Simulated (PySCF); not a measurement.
C4H9O, SMILES C[CH]OCC, multiplicity 2. Atoms are numbered in the order given.

```xyz
14

C      2.4260     0.2109    -0.2873
C      1.1919    -0.1486     0.4579
O      0.0311     0.0432    -0.2221
C     -1.1644    -0.2366     0.4855
C     -2.3454     0.0567    -0.4172
H      2.4364    -0.2686    -1.2810
H      2.5184     1.3045    -0.4599
H      3.3203    -0.1150     0.2654
H      1.1381    -0.0431     1.5514
H     -1.2069     0.3839     1.4031
H     -1.1656    -1.2953     0.8084
H     -3.2909    -0.1499     0.1076
H     -2.3048    -0.5684    -1.3224
H     -2.3420     1.1124    -0.7293
```
Charge 0, spin multiplicity 2.

The structure is a stationary point at B3LYP-D3(BJ)/def2-SVP. The isomer is the one that the SMILES or the coordinates give; other isomers of the formula were not compared. The values are those of a single conformer.

These are B3LYP/pcH-1 (PySCF) values and carry that method's errors.

Unrestricted Kohn–Sham, ⟨S²⟩ = 0.753. Hyperfine tensors hold the contact and dipolar terms, without spin-orbit corrections.

Computed hyperfine couplings:
| nucleus | A(iso) (MHz) | A(iso) (G) | dipolar principal values (MHz) |
|---|---|---|---|
| 13C no. 1 | -20.8 | -7.4 | -1.8, -1.6, 3.5 |
| 13C no. 2 | 165.4 | 59.0 | -74.4, -73.2, 147.6 |
| 17O no. 3 | -19.3 | -6.9 | -61.6, 29.6, 32.0 |
| 13C no. 4 | -1.6 | -0.6 | -1.6, -1.1, 2.7 |
| 13C no. 5 | -1.2 | -0.4 | -0.5, -0.3, 0.8 |
| 1H no. 6 | 46.7 | 16.7 | -5.0, -4.4, 9.4 |
| 1H no. 7 | 127.4 | 45.4 | -4.1, -3.0, 7.1 |
| 1H no. 8 | 12.3 | 4.4 | -5.4, -4.1, 9.5 |
| 1H no. 9 | -25.9 | -9.3 | -32.7, -1.9, 34.6 |
| 1H no. 10 | 8.9 | 3.2 | -3.6, -3.2, 6.8 |
| 1H no. 11 | 9.4 | 3.4 | -4.5, -3.4, 8.0 |
| 1H no. 12 | -1.1 | -0.4 | -1.0, -0.9, 1.9 |
| 1H no. 13 | 0.0 | 0.0 | -1.6, -1.5, 3.1 |
| 1H no. 14 | 0.3 | 0.1 | -1.6, -1.5, 3.1 |
